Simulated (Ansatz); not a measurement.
Calculated with Ansatz (gas phase, PBE0-D4/def2-TZVP geometries, no zero-point term in ΔE). CCSD(T)/CBS is the MP2 limit (def2-TZVPP, def2-QZVPP) plus CCSD(T) − MP2 in def2-TZVPP, frozen cores. This one scheme is used for every species, atoms too. DFT in def2-TZVPP. HSE06 is defined as in plane-wave codes. No spin–orbit coupling; open shells (•) take unrestricted orbitals. Spin–orbit coupling would lower the free atoms: clearly for Ga, Se. Bonds to Ga, Se are less sure, by a few kJ/mol each and by 10 to 20 or more in all where they break to atoms, as the def2 sets lack core-valence functions. Scalar relativity is left out up to krypton.

Consider the atomization: `[GaH3-][SeH2+]` → Ga• + 5 H• + Se•.

`[GaH3-][SeH2+]`:

Z-matrix (Å, degrees):
```
Ga
Se 1 2.713
H 1 1.574 2 98.0
H 1 1.575 2 94.5 3 120.2
H 1 1.575 2 94.5 3 -120.2
H 2 1.469 1 97.0 3 46.3
H 2 1.469 1 97.0 3 -46.0
```

| level | ΔE (kJ/mol) |
| --- | --- |
| revPBE-D4 | 1512.2 |
| HSE06-D4 | 1532.2 |
| PBE | 1526.3 |
| SCS-MP2/def2-TZVPP | 1538.0 |

(1) What does CCSD(T)/CBS give? (An estimate is asked.)

Largest T1 diagnostic among the species: 0.013.

Results:

(1) Ansatz gave: +1582.0 kJ/mol. The listed levels differ from it by -69.8, -49.8, -55.7, -44.0 kJ/mol.

Leaving LDA and LC-ωPBE aside and taking each functional with its dispersion term where it has one, the values, not all of them listed here, spread over 76.2 kJ/mol, from revPBE-D4 to B97M-V. LDA lies +240.9 kJ/mol from PBE without D4, its usual overbinding. From r2SCAN to r2SCAN0 (25 % exact exchange), in def2-TZVPP and without D4, ΔE moves by −15.9 kJ/mol: exact exchange takes away binding that semilocal exchange gives to molecules.

For atomizations the MP2-based limit and the directly extrapolated one differ by several kJ/mol either way, and by 10 to 25 for some Ge, Se and Sn compounds, so smaller differences from it don't rank the levels.
